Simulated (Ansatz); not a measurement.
Wavefunction ladder for `O[SiH2]C[Si](O)(F)F`

```xyz
13

O    -1.1583   -1.0334    1.6080
Si   -0.0985   -1.6120    0.4957
C    -0.0280   -0.4653   -0.9947
Si    0.4422    1.2529   -0.5950
O    -0.2831    1.6781    0.8053
F     2.0141    1.4046   -0.4417
F     0.0394    2.2970   -1.7205
H    -1.0880   -0.0868    1.7715
H     1.2803   -1.7400    1.0429
H    -0.5935   -2.9491    0.0920
H     0.6834   -0.8643   -1.7257
H    -1.0166   -0.4582   -1.4665
H    -0.1933    2.5764    1.1287
```

Charge 0, multiplicity 1. The structure was optimised at the PBE0-D4/def2-TZVP level. It is one conformer, not always the lowest. Frozen core, restricted reference, Ansatz. CBS rows extrapolate triple and quadruple zeta; past MP2 they add the triple-zeta difference.

| basis | HF (Eh) | MP2 corr. | CCSD corr. | (T) | CCSD(T) total |
| --- | --- | --- | --- | --- | --- |
| def2-TZVPP | -968.31604 | -1.38827 | -1.42110 | -0.04726 | -969.78440 |
| def2-QZVPP | -968.35375 | -1.50727 | – | – | – |
| CBS(def2) | -968.35894 | -1.59542 | -1.62825 | as TZ | -970.03445 |
